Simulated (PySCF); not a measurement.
HgP: from constants to spectrum

PBEsol constants of HgP, ⁴Σ⁻ (quartet), unpaired electrons σ ↑, π ↑↑ (PySCF, scalar-relativistic core potentials, basis sets Hg def2-TZVPP with ECP60, P def2-TZVPP; masses 201.9706 and 30.9738 u):

- ωe: 144.1 cm⁻¹
- ωexe: 2.29 cm⁻¹
- Be: 0.088517 cm⁻¹
- αe: 0.00132 cm⁻¹
- D (centrifugal): 1.34e-07 cm⁻¹
- De to Hg + P: 0.293 eV

Give the vibrational terms G(v) and spacings up to v = 6.

G(v) = ωe(v+½) − ωexe(v+½)².

```
v  G(v) (cm⁻¹)  G(v) − G(v−1)  Bv (cm⁻¹)
0           71                   0.08786
1          211            140    0.08654
2          346            135    0.08522
3          476            130    0.08390
4          602            126    0.08258
5          723            121    0.08126
6          840            117    0.07994
```

How well does the Morse estimate ωe²/(4ωexe) reproduce De, and what is D0?

It gives 0.281 eV, 96 % of the computed De. D0 = De − G(0) = 0.293 − 0.009 = 0.284 eV.

The bond is weak. Basis-set superposition, not corrected here, can be much of De in a small basis, most of all at correlated wavefunction levels. Functionals without a dispersion term scatter widely for such bonds, and LDA overbinds them. Spin–orbit coupling is left out, which matters for elements this heavy, above all for dissociation energies. The state is the lowest determinant that a PBE0 search found; another state may lie lower at other levels.
